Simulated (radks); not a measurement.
The lutetium ion Lu70+, 1 electrons, occupied as 5f1 (not the ground configuration). Calculated with a radial shooting solver on a logarithmic mesh with Libxc functionals: Dirac Kohn-Sham, PBE, spin-unpolarised, spherical densities, finite nucleus; open shells fill j = l - 1/2 first; Fermi nuclear charge, rms radius 5.37 fm.

Normalised radial functions P(r) = r R(r) (large component), r in bohr:

```
   r/bohr * 5f5/2, o 5f7/2 (the largest magnitude, 1.61, reaches the edge; | marks zero, & curves that meet)
 0.001637                             &
 0.002346                             &
 0.003389                             &
 0.004858                             &
 0.006963                             &
 0.009981                             &
  0.01431                             &
   0.0205                             &
  0.02939                             &
  0.04246                             |&
  0.06086                             |  o*
  0.08724                             |        &
    0.125                             |                &
   0.1792                             |                    *o
   0.2569                             |     *o
   0.3682      &                      |
    0.532  &                          |
   0.7625                     &       |
    1.093                            o*
```

5f5/2: eigenvalue -2749.2 eV, 1 radial node at r = 0.277 bohr, <r> = 0.437 bohr, 90 % of the charge inside 0.624 bohr. 5f7/2 (empty): eigenvalue -2736.6 eV, 1 radial node at r = 0.279 bohr, <r> = 0.440 bohr, 90 % of the charge inside 0.627 bohr.
